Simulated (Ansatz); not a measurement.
System: Si$_{2}$H$_{3}$, charge 0, multiplicity 2. It need not be the lowest isomer of its formula. 
Structure (B3LYP-D3(BJ)/def2-TZVP (Ansatz, an electronic-structure program) minimum search):
```
Si
H 1 1.4867
H 1 1.4882 2 107.07
Si 1 2.2898 2 123.22 3 -169.59
H 4 1.5229 1 88.46 2 -175.19
```
Charge 0, spin multiplicity 2.

Property: vertical ionisation energy (to the singlet state of charge +1; each state is the SCF solution reached for its spin; the UHF <S^2> is 0.94 for the doublet (pure: 0.75); for the singlet the Hartree-Fock reference is unstable and T1 is 0.020; for the doublet T1 is 0.049), in eV. Valence correlation only, unless marked. Open shells are spin-unrestricted. No spin-orbit coupling. Non-relativistic. Basis-set limits of correlation are two-point, X^-3; Hartree-Fock from the larger set. [CCSD(T)-MP2]/basis is that difference in the basis named.

```
level                                                                      program  vertical ionisation energy (eV)
-------------------------------------------------------------------------  -------  -------------------------------
SVWN5/def2-TZVPD                                                            Ansatz                              [?]
B3LYP/def2-TZVPD                                                            Ansatz                              [?]
RI-MP2/CBS(aug-cc-pV(T+d)Z,aug-cc-pV(Q+d)Z)+[CCSD(T)-MP2]/aug-cc-pV(T+d)Z   Ansatz                             8.37
```

### Question
What belongs in the gaps?

### Answer

- SVWN5/def2-TZVPD, vertical ionisation energy (eV): 8.63
- B3LYP/def2-TZVPD, vertical ionisation energy (eV): 8.45
